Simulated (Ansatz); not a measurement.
Cartesian coordinates in Å:
```
C 0.001 -1.095 2.299
C -0.545 -0.496 1.241
In 0.645 0.113 -0.432
C -0.215 1.067 -2.160
H -0.587 -1.412 3.160
H 1.067 -1.300 2.361
H -1.621 -0.328 1.260
H 2.340 -0.228 -0.303
H 0.420 1.885 -2.504
H -0.292 0.342 -2.974
H -1.213 1.452 -1.947
```

The species carries charge 0 and has multiplicity 1. In takes the def2 core potential.

**Question.** List the CAM-B3LYP/def2-TZVPP orbital energies in eV (the Gaussian-basis code of Ansatz). (An estimate is asked.)

**Answer.** Computed: Occupied: -278.82, -278.52, -278.25, -128.74, -85.52, -85.17, -85.13, -22.98, -22.51, -22.30, -22.28, -22.28, -21.96, -20.25, -17.13, -14.29, -12.99, -12.55, -12.46, -11.89, -9.17, -8.95, -8.60. Lowest empty: -0.63, 1.01, 1.44, 1.50, 2.16, 2.87, 3.03, 3.45.
